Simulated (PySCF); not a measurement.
Name the molecule from its bond curve

A diatomic of charge 0 contains Bi. Its triplet curve at UHF-CCSD in a double-zeta basis (scalar-relativistic core potentials, PySCF), in eV from the separated fragments:

R (Å), E (eV) and a bar:
```
    1.851     -2.175 #######################
    1.934     -2.596 #######
    1.995     -2.742 ##
    2.057     -2.783 
    2.119     -2.745 #
    2.201     -2.608 ######
    2.304     -2.350 ################
    2.427     -1.976 ##############################
```

The fit gives ωe = 568 cm⁻¹ and the rotational constant Bₑ = 0.2292 cm⁻¹.

Question: Which atom is the partner?

Answer: The minimum lies at 2.055 Å, so the reduced mass is 16.8576 u Å² cm⁻¹/(Bₑ·Re²) = 17.42 u. With Bi at 208.98 u the partner weighs about 19.0 u: F. The molecule is BiF.

Correlated steps freeze 5 core orbitals. These are scalar-relativistic numbers at best; spin–orbit coupling would shift them, the dissociation energy most. The state was picked by a PBE0 search and need not be the measured ground state.
